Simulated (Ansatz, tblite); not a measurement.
Cost and result up the ladder for the cluster Mg₄H₆ (10 atoms). Charge 0, multiplicity 1. Geometry: r2SCAN-D4/def2-SVP.

```xyz
10

Mg   -0.170   -0.378   -1.385
Mg    1.248   -2.706   -0.134
Mg   -0.277   -0.978    1.443
Mg   -0.147    1.834    0.500
H     0.420    3.410    0.857
H     0.899   -1.802   -1.866
H     0.899    0.046    0.191
H    -1.149   -1.411   -0.184
H    -0.793    1.330   -1.292
H    -0.929    0.655    1.870
```

Ansatz on 4 threads of Arm Neoverse V1 on a shared host; xTB runs through tblite on one thread. Times are rough, summed over both states, and most runs start from the orbitals of an earlier one. No level here is sound enough to serve as a yardstick. The other state is a doublet.

The xTB rows come from tblite. HOMO above LUMO, or a gap near zero within one spin, warns that the state may not be the lowest or that an electron is smeared out. The structure comes from a short search, and lower isomers may exist.

Raw xTB energies of ions are shifted by several eV.

| level | functions | wall time | vertical IE (eV) | remarks |
| --- | --- | --- | --- | --- |
| GFN1-xTB | 28 | 0.007 s | 12.82 | – |
| GFN2-xTB | 42 | 0.02 s | 11.43 | – |
| PBE-D4/def2-TZVP | 164 | 5.5 s | 6.91 | gap within one spin near zero (+1 doublet), restricted SCF unstable in HF (singlet) |
| PBE0-D4/def2-TZVP (with forces) | 164 | 8.6 s | 6.91 | restricted SCF unstable in HF (singlet) |
| r2SCAN-D4/def2-TZVP | 164 | 12 s | 6.71 | restricted SCF unstable in HF (singlet) |
